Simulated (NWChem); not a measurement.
Program: NWChem. System: H2OSSn, charge 0, spin multiplicity 1, at a geometry optimised with PBE/def2-SVP with def2 effective core potentials on Sn. The structure started from a generated list of species. Level: PBE/def2-TZVP with def2 effective core potentials on Sn.

Input file:

```
start mol
memory heap 200 mb stack 800 mb global 1000 mb
geometry units angstroms nocenter noautoz
  Sn     0.449489    -0.382246     0.000000
  O      1.279012     1.464778     0.000000
  H      0.619773     2.186876     0.000000
  S     -1.932818     0.381628     0.000000
  H     -2.401206    -0.898840     0.000000
  symmetry group Cs
end
basis spherical
  * library def2-tzvp
end
ecp
  Sn library def2-ecp
end
dft
  xc xpbe96 cpbe96
  semidirect memsize 60000000 filesize 0
  iterations 100
end
task dft energy
```

Output (cleaned and shortened):

```
             Northwest Computational Chemistry Package (NWChem) 7.3.0
             --------------------------------------------------------

                                NWChem Input Module
                                -------------------

 Scaling coordinates for geometry "geometry" by  1.889725989
 (inverse scale =  0.529177249)

 Turning off AUTOSYM since
 SYMMETRY directive was detected!

                             Geometry "geometry" -> ""
                             -------------------------

 Output coordinates in angstroms (scale by  1.889725989 to convert to a.u.)

  No.       Tag          Charge          X              Y              Z
 ---- ---------------- ---------- -------------- -------------- --------------
    1 Sn                  50.0000     0.44948900    -0.38224600     0.00000000
    2 O                    8.0000     1.27901200     1.46477800     0.00000000
    3 H                    1.0000     0.61977300     2.18687600     0.00000000
    4 S                   16.0000    -1.93281800     0.38162800     0.00000000
    5 H                    1.0000    -2.40120600    -0.89884000     0.00000000

 Effective nuclear repulsion energy (a.u.)     327.4888063018

            Nuclear Dipole moment (a.u.)
            ----------------------------
        X                 Y               Z
 ---------------- ---------------- ----------------
     0.0000472431     0.0000151178     0.0000000000

      Symmetry information
      --------------------

 Group name             Cs
 Group number              2
 Group order               2
 No. of unique centers     5

      Symmetry unique atoms

     1    2    3    4    5


 Summary of "ao basis" -> "" (spherical)
 ------------------------------------------------------------------------------
       Tag                 Description            Shells   Functions and Types
 ---------------- ------------------------------  ------  ---------------------
 *                         def2-tzvp                  on all atoms

 Summary of "ao basis" -> "ao basis" (spherical)
 ------------------------------------------------------------------------------
       Tag                 Description            Shells   Functions and Types
 ---------------- ------------------------------  ------  ---------------------
 Sn                        def2-tzvp                16       50   6s5p3d2f
 O                         def2-tzvp                11       31   5s3p2d1f
 H                         def2-tzvp                 4        6   3s1p
 S                         def2-tzvp                13       37   5s5p2d1f

 Summary of "ao basis" -> "ao basis" (spherical)
 ------------------------------------------------------------------------------
       Tag                 Description            Shells   Functions and Types
 ---------------- ------------------------------  ------  ---------------------
 Sn                        def2-tzvp                16       50   6s5p3d2f
 O                         def2-tzvp                11       31   5s3p2d1f
 H                         def2-tzvp                 4        6   3s1p
 S                         def2-tzvp                13       37   5s5p2d1f

      Symmetry analysis of basis
      --------------------------

        a'         89
        a"         41

            General Information
            -------------------
          SCF calculation type: DFT
          Wavefunction type:  closed shell.
          No. of atoms     :     5
          No. of electrons :    48
           Alpha electrons :    24
            Beta electrons :    24
          Charge           :     0
          Spin multiplicity:     1
          Use of symmetry is: on ; symmetry adaption is: on
          Maximum number of iterations: 100
          AO basis - number of functions:   130
                     number of shells:    48
          Convergence on energy requested:  1.00D-06
          Convergence on density requested:  1.00D-05
          Convergence on gradient requested:  5.00D-04

              XC Information
              --------------
          PerdewBurkeErnzerhof Exchange Functional  1.000
            Perdew 1991 LDA Correlation Functional  1.000 local
           PerdewBurkeErnz. Correlation Functional  1.000 non-local

             Grid Information
             ----------------
          Grid used for XC integration:  medium
          Radial quadrature: Mura-Knowles
          Angular quadrature: Lebedev.
          Tag              B.-S. Rad. Rad. Pts. Rad. Cut. Ang. Pts.
          ---              ---------- --------- --------- ---------
          Sn                  1.45      123          10.0       590
          O                   0.60       49          12.0       434
          H                   0.35       45          12.0       434
          S                   1.00       88          10.0       590
          Grid pruning is: on
          Number of quadrature shells:   350
          Spatial weights used:  Erf1

          Convergence Information
          -----------------------
          Convergence aids based upon iterative change in
          total energy or number of iterations.
          Levelshifting, if invoked, occurs when the
          HOMO/LUMO gap drops below (HL_TOL):  1.00D-02
          DIIS, if invoked, will attempt to extrapolate
          using up to (NFOCK): 10 stored Fock matrices.

                    Damping( 0%)  Levelshifting(0.5)       DIIS
                  --------------- ------------------- ---------------
          dE  on:    start            ASAP                start
          dE off:    2 iters        100 iters           100 iters

      Screening Tolerance Information
      -------------------------------
          Density screening/tol_rho:  1.00D-10
          AO Gaussian exp screening on grid/accAOfunc:  14
          CD Gaussian exp screening on grid/accCDfunc:  20
          XC Gaussian exp screening on grid/accXCfunc:  20
          Schwarz screening/accCoul:  1.00D-08

      Superposition of Atomic Density Guess
      -------------------------------------

 Sum of atomic energies:        -722.37553068

      Non-variational initial energy
      ------------------------------

 Total energy =    -686.816040
 1-e energy   =   -1355.153731
 2-e energy   =     505.022568
 HOMO         =      -0.275171
 LUMO         =      -0.046617

      Symmetry analysis of molecular orbitals - initial
      -------------------------------------------------

  Numbering of irreducible representations:

     1 a'          2 a"

  Orbital symmetries:

     1 a'          2 a'          3 a'          4 a'          5 a'
     6 a"          7 a'          8 a'          9 a'         10 a"
    11 a'         12 a'         13 a'         14 a"         15 a"
    16 a'         17 a'         18 a'         19 a'         20 a'
    21 a"         22 a'         23 a"         24 a'         25 a"
    26 a'         27 a'         28 a'         29 a'         30 a"
    31 a'         32 a'         33 a'         34 a'

------------------------------------------------------------
EAF file 0: "./mol.aoints.0" size=524288 bytes
------------------------------------------------------------
               write      read    awrite     aread      wait
               -----      ----    ------     -----      ----
     calls:        1         0         0         0         0
   data(b): 5.24e+05  0.00e+00  0.00e+00  0.00e+00
   time(s): 0.00e+00  0.00e+00  0.00e+00  0.00e+00  0.00e+00
rate(mb/s): 0.00e+00  0.00e+00
------------------------------------------------------------

   convergence    iter        energy       DeltaE   RMS-Dens  Diis-err    time
 ---------------- ----- ----------------- --------- --------- ---------  ------
 d= 0,ls=0.0,diis     1   -688.6559487626 -8.52D+02  2.37D-02  1.44D+00     6.1
 d= 0,ls=0.0,diis     2   -686.4685760245  2.19D+00  1.63D-02  1.53D+01     6.6
 d= 0,ls=0.0,diis     3   -688.7184319523 -2.25D+00  6.73D-03  4.71D-01     7.1
 d= 0,ls=0.0,diis     4   -688.7269164081 -8.48D-03  4.41D-03  3.46D-01     7.6
 d= 0,ls=0.0,diis     5   -688.7861914664 -5.93D-02  5.67D-04  1.04D-02     8.0
  Resetting Diis
 d= 0,ls=0.0,diis     6   -688.7871628218 -9.71D-04  1.74D-04  1.03D-03     8.7
 d= 0,ls=0.0,diis     7   -688.7872618237 -9.90D-05  1.65D-04  1.18D-04     9.2
 d= 0,ls=0.0,diis     8   -688.7871997331  6.21D-05  1.05D-04  7.04D-04     9.9
 d= 0,ls=0.0,diis     9   -688.7872729974 -7.33D-05  2.96D-05  3.76D-05    10.5
 d= 0,ls=0.0,diis    10   -688.7872763904 -3.39D-06  8.09D-06  2.19D-06    11.1
 d= 0,ls=0.0,diis    11   -688.7872766297 -2.39D-07  3.39D-06  2.25D-07    11.6

         Total DFT energy =     -688.787276629665
      One electron energy =    -1357.602734305143
           Coulomb energy =      558.306702260677
    Exchange-Corr. energy =      -52.806367913786
 Nuclear repulsion energy =      163.315123328586

 Numeric. integr. density =       47.999994985882

     Total iterative time =     10.1s

                  Occupations of the irreducible representations
                  ----------------------------------------------

                     irrep           alpha         beta
                     --------     --------     --------
                     a'               18.0         18.0
                     a"                6.0          6.0

                       DFT Final Molecular Orbital Analysis
                       ------------------------------------

 Vector   22  Occ=2.000000D+00  E=-2.683394D-01  Symmetry=a"
              MO Center=  9.6D-01,  1.2D+00,  1.1D-15, r^2= 1.9D+00
   Bfn.  Coefficient  Atom+Function         Bfn.  Coefficient  Atom+Function
  ----- ------------  ---------------      ----- ------------  ---------------
    58      0.417471  2 O  pz                61      0.342985  2 O  pz
    64      0.279662  2 O  pz                18      0.134385  1 Sn pz
    12     -0.128405  1 Sn pz                15      0.121673  1 Sn pz
   104      0.121435  4 S  pz               107      0.076843  4 S  pz
    21      0.068593  1 Sn pz                23     -0.060457  1 Sn d -1

 Vector   23  Occ=2.000000D+00  E=-2.328268D-01  Symmetry=a'
              MO Center= -4.8D-01, -1.6D-01, -5.0D-15, r^2= 4.4D+00
   Bfn.  Coefficient  Atom+Function         Bfn.  Coefficient  Atom+Function
  ----- ------------  ---------------      ----- ------------  ---------------
     6      0.363682  1 Sn s                  5      0.343420  1 Sn s
   102     -0.342090  4 S  px                 2      0.267091  1 Sn s
   105     -0.254735  4 S  px                 3     -0.224591  1 Sn s
    17     -0.178975  1 Sn py                 1     -0.168713  1 Sn s
    11      0.163108  1 Sn py               103      0.163042  4 S  py

 Vector   24  Occ=2.000000D+00  E=-2.300980D-01  Symmetry=a"
              MO Center= -1.5D+00,  4.1D-01,  5.3D-16, r^2= 2.7D+00
   Bfn.  Coefficient  Atom+Function         Bfn.  Coefficient  Atom+Function
  ----- ------------  ---------------      ----- ------------  ---------------
   104      0.472965  4 S  pz               107      0.354136  4 S  pz
   101      0.214977  4 S  pz                95     -0.181340  4 S  pz
    58     -0.160349  2 O  pz                61     -0.130674  2 O  pz
    64     -0.114389  2 O  pz                98     -0.080003  4 S  pz
    18      0.078724  1 Sn pz                12     -0.063654  1 Sn pz

 Vector   25  Occ=0.000000D+00  E=-1.109589D-01  Symmetry=a"
              MO Center=  3.0D-01, -3.2D-01, -4.6D-15, r^2= 3.9D+00
   Bfn.  Coefficient  Atom+Function         Bfn.  Coefficient  Atom+Function
  ----- ------------  ---------------      ----- ------------  ---------------
    18      0.531464  1 Sn pz                12     -0.343274  1 Sn pz
    15      0.325104  1 Sn pz                21      0.311925  1 Sn pz
   107     -0.202852  4 S  pz               104     -0.173012  4 S  pz
    58     -0.157541  2 O  pz                64     -0.147803  2 O  pz
    61     -0.123058  2 O  pz               101     -0.090518  4 S  pz

 Vector   26  Occ=0.000000D+00  E=-5.095561D-02  Symmetry=a'
              MO Center=  4.0D-01, -2.0D-01, -6.1D-15, r^2= 5.6D+00
   Bfn.  Coefficient  Atom+Function         Bfn.  Coefficient  Atom+Function
  ----- ------------  ---------------      ----- ------------  ---------------
    19      0.505149  1 Sn px                16      0.370792  1 Sn px
    55     -0.319788  2 O  s                 84      0.285828  3 H  s
    20      0.277456  1 Sn py               105      0.250421  4 S  px
    10     -0.244119  1 Sn px                13      0.240185  1 Sn px
   127      0.214806  5 H  s                102      0.135138  4 S  px

 Vector   27  Occ=0.000000D+00  E=-2.993982D-02  Symmetry=a'
              MO Center=  9.5D-02, -2.0D-01,  4.6D-15, r^2= 6.3D+00
   Bfn.  Coefficient  Atom+Function         Bfn.  Coefficient  Atom+Function
  ----- ------------  ---------------      ----- ------------  ---------------
    20      0.613548  1 Sn py                92     -0.473297  4 S  s
   105     -0.357643  4 S  px                 6      0.353110  1 Sn s
    19     -0.336668  1 Sn px                 5      0.297802  1 Sn s
    17      0.265111  1 Sn py                16     -0.256369  1 Sn px
    55     -0.253021  2 O  s                  2      0.192593  1 Sn s

 center of mass
 --------------
 x =   0.11100416 y =  -0.09161290 z =   0.00000000

 moments of inertia (a.u.)
 ------------------
         219.409988930677          35.193862439659           0.000000000000
          35.193862439659         625.100823404844           0.000000000000
           0.000000000000           0.000000000000         844.510812335521

     Multipole analysis of the density
     ---------------------------------

     L   x y z        total         alpha         beta         nuclear
     -   - - -        -----         -----         ----         -------
     0   0 0 0     -0.000000    -24.000000    -24.000000     48.000000

     1   1 0 0     -0.033263     11.875099     11.875099    -23.783462
     1   0 1 0     -0.711530    -10.468535    -10.468535     20.225541
     1   0 0 1     -0.000000     -0.000000     -0.000000      0.000000

     2   2 0 0    -36.598163   -167.309484   -167.309484    298.020805
     2   1 1 0     -0.228960     -5.327516     -5.327516     10.426073
     2   1 0 1      0.000000      0.000000      0.000000      0.000000
     2   0 2 0    -30.782524    -65.921179    -65.921179    101.059833
     2   0 1 1     -0.000000     -0.000000     -0.000000      0.000000
     2   0 0 2    -32.331133    -16.165567    -16.165567      0.000000

 Task  times  cpu:       11.6s     wall:       11.6s

 Total times  cpu:       11.6s     wall:       11.6s
```
